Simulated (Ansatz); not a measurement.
Input for Ansatz (development build ahead of 0.2.0):

```yaml
crystal:
  periodic: [false, false, false]
  atoms:
    - { symbol: Cr, position_ang: [0.0, 0.0, 0.0] }
    - { symbol: O, position_ang: [0.0, 0.0, 4.212] }
basis:
  gaussian: { orbitals: def2-SVP }
magnetization:
  spin_polarized: true
  initial_magnetization: 4
hamiltonian:
  xc: pbe0
scf:
  omitted_lower_state_checks: [starts, atomic_configurations, cluster_reference, orbital_swaps, given_window_search, neighbouring_geometries, increment]
output:
  forces: true
```

The input is written out in the form of the current development build from the run's settings.

Output:

```yaml
Converged: yes
Total_energy: -1118.91366 hartree
Spin_squared_of_the_determinant: 7.775
Stability_test: minimum
```

Forces (eV/Å):
```
atom     Fx     Fy      Fz
 Cr1  0.000  0.000   0.263
  O2  0.000  0.000  -0.263
```

This is not the lowest solution: another run reaches a determinant 2.59 eV lower. Caution: charge can spread falsely over distant fragments; the unrestricted determinant is a mixture of spin states.
